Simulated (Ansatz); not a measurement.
BHOZn. Charge 0, multiplicity 1. The bonds changed during the relaxation, so this is another structure than the one it started from.

```xyz
4

B    -0.7159    0.5138   -0.0567
O    -1.1010   -0.0905   -1.0183
Zn    2.1805   -1.5455    0.1931
H    -0.3635    1.1222    0.8819
```

Q: List the harmonic frequencies (cm⁻¹, unscaled) at PBE0-D4/def2-TZVP in Ansatz. (Estimate.)

A: Computed: 39, 69, 767, 776, 1875, 2891.

Q: Is this a minimum?

A: Yes, all 6 modes are real.

Q: Give the ideal-gas thermochemistry at 298.15 K and 1 bar (rigid rotor, harmonic oscillator; point group Cs, symmetry number 1).

A: Zero-point energy 38.4 kJ/mol; H(298) − E = 53.1 kJ/mol; entropy 312.4 J/(mol·K), of which translation 165.4, rotation 105.3, vibration 41.6; G(298) − E = -40.0 kJ/mol. Modes under 100 cm⁻¹ are hindered rotations or soft bends, so the harmonic entropy is rough.

Q: And at 400, 500, 600, 800 and 1000 K?

A: 
```json
{"T (K)": "400", "H − E (kJ/mol)": "59.0", "S (J/mol/K)": "329.3", "G − E (kJ/mol)": "-72.7"}
{"T (K)": "500", "H − E (kJ/mol)": "65.1", "S (J/mol/K)": "342.8", "G − E (kJ/mol)": "-106.4"}
{"T (K)": "600", "H − E (kJ/mol)": "71.4", "S (J/mol/K)": "354.4", "G − E (kJ/mol)": "-141.2"}
{"T (K)": "800", "H − E (kJ/mol)": "84.8", "S (J/mol/K)": "373.6", "G − E (kJ/mol)": "-214.1"}
{"T (K)": "1000", "H − E (kJ/mol)": "98.9", "S (J/mol/K)": "389.3", "G − E (kJ/mol)": "-290.5"}
```
